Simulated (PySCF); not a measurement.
Molecule: `CCCCC(=O)Cl`, C5H9ClO.

Geometry:
```json
{"atom": "C1", "x (Å)": "-1.415", "y (Å)": "0.729", "z (Å)": "0.645"}
{"atom": "C2", "x (Å)": "-0.041", "y (Å)": "1.077", "z (Å)": "1.192"}
{"atom": "C3", "x (Å)": "1.086", "y (Å)": "0.774", "z (Å)": "0.214"}
{"atom": "C4", "x (Å)": "2.452", "y (Å)": "1.141", "z (Å)": "0.765"}
{"atom": "C5", "x (Å)": "3.577", "y (Å)": "0.855", "z (Å)": "-0.184"}
{"atom": "O6", "x (Å)": "3.507", "y (Å)": "0.384", "z (Å)": "-1.266"}
{"atom": "Cl7", "x (Å)": "5.168", "y (Å)": "1.323", "z (Å)": "0.510"}
{"atom": "H8", "x (Å)": "-2.209", "y (Å)": "0.961", "z (Å)": "1.370"}
{"atom": "H9", "x (Å)": "-1.488", "y (Å)": "-0.344", "z (Å)": "0.403"}
{"atom": "H10", "x (Å)": "-1.631", "y (Å)": "1.290", "z (Å)": "-0.278"}
{"atom": "H11", "x (Å)": "0.136", "y (Å)": "0.526", "z (Å)": "2.133"}
{"atom": "H12", "x (Å)": "-0.009", "y (Å)": "2.148", "z (Å)": "1.463"}
{"atom": "H13", "x (Å)": "1.077", "y (Å)": "-0.297", "z (Å)": "-0.052"}
{"atom": "H14", "x (Å)": "0.919", "y (Å)": "1.315", "z (Å)": "-0.733"}
{"atom": "H15", "x (Å)": "2.676", "y (Å)": "0.602", "z (Å)": "1.702"}
{"atom": "H16", "x (Å)": "2.517", "y (Å)": "2.210", "z (Å)": "1.032"}
```

Geometry PBE0-D3(BJ)/def2-SVP throughout; GIAO in PySCF 2.14.0 with density-fitted response routines, gas phase, one conformer, non-relativistic; equivalent atoms averaged; functional PBE0.

A run gave: C4 136.3, C2 161.3, C1 171.3, O6 -231.4, Cl7 490.9, H15/H16 28.61, H13/H14 30.03, H11/H12 30.35, H8/H9/H10 30.56 ppm (absolute shieldings σ).

Which basis set was used in that run?
A. 6-311+G(2d,p)
B. 6-31G*
C. STO-3G
D. 6-31G

Results:

A. C4 tells them apart best: 6-311+G(2d,p) gives 136.3, 6-31G gives 150.6, 6-31G* gives 147.1, STO-3G gives 196.2 ppm.
